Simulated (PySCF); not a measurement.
**Electron correlation in F²⁺ (fluorine, charge +2)**

[He] 2s2 2p3, high-spin 4S determinant. All numbers are calculated (PySCF 2.14, the spin-free X2C one-electron Hamiltonian (Gaussian nucleus), in jorge-DZP-DKH (4s2p1d, 15 functions)). Frozen: 1s2; 5 electrons correlated.

MP2 pair energies summed by pair of shells (mhartree):

```json
{"pair": "2s-2p", "energy": "-44.79", "share (%)": "68.6"}
{"pair": "2p-2p", "energy": "-13.33", "share (%)": "20.4"}
{"pair": "2s-2s", "energy": "-7.21", "share (%)": "11.0"}
```

Total MP2 correlation energy: -65.32 mhartree.

Same-spin part -15.08 and opposite-spin part -50.24 mhartree; SCS-MP2 scales them by 1/3 and 6/5 to -65.32 mhartree.

| level | correlation energy (mhartree) |
| --- | --- |
| CCSD | -78.22 |
| (T) | -0.31 |
| CCSD(T) | -78.53 |

Diagnostics: T1 = 0.0027, D1 = 0.0052, largest double amplitude 0.032.

Q: Is a single reference adequate?

A: Yes: T1 lies below 0.03 and no double amplitude reaches 0.07.
